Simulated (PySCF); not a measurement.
# Krypton: a sound run and one with changed settings

Sound run: Kr [Kr], Kr⁺ [Ar] 3d10 4s2 4p5. Calculation: PySCF 2.14, in jorge-DZP-DKH; scalar relativity by spin-free X2C-1e. The sound run starts from symmetry-adapted Hartree-Fock orbitals and uses a fine grid where one is needed.

Changed run: initial guess atom, at most 3 SCF cycles. This setting is unsound on purpose.

| species | method | sound run (hartree) | changed run (hartree) | converged |
| --- | --- | --- | --- | --- |
| Kr | UHF | -2788.01286 | -2788.01262 | no |
| Kr | TPSS | -2789.75841 | -2789.75377 | no |
| Kr | LDA | -2785.99179 | -2785.98373 | no |
| Kr⁺ | UHF | -2787.52729 | -2787.52722 | no |
| Kr⁺ | TPSS | -2789.23940 | -2789.23902 | no |
| Kr⁺ | LDA | -2785.46468 | -2785.46409 | no |

The SCF was stopped early; the energies are upper bounds that still move, and correlated levels were skipped or rest on poor orbitals.
